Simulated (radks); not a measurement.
Problem. These are the eigenvalues of the occupied orbitals of an atom or ion with whole-number occupations (eV). Calculated with a radial shooting solver on a logarithmic mesh with Libxc functionals: scalar-relativistic Kohn-Sham, PBE, spin-unpolarised, spherical densities, point nucleus.

1s: -65306.34
2s: -11183.36
2p: -9821.030
3s: -2561.925
3p: -2155.001
3d: -1673.704
4s: -530.3983
4p: -396.9351
4d: -224.5382
5s: -84.8441
5p: -53.1864
4f: -34.6863
6s: -18.6444
5d: -18.5293

Which element is it, and in what charge state? The configuration may be excited.

Solution. Z = 72, hafnium, charge +2: Hf2+ in [Xe] 4f14 5d1 6s1. The list shows which subshells hold electrons but not how many an open one holds; the 1s level, -2400 hartree, gives Z - s = 69.3 by -(Z - s)^2/2, which with screening and relativity narrows Z to a few neighbours, and the depths of the outer levels then fix element, charge and occupations together.
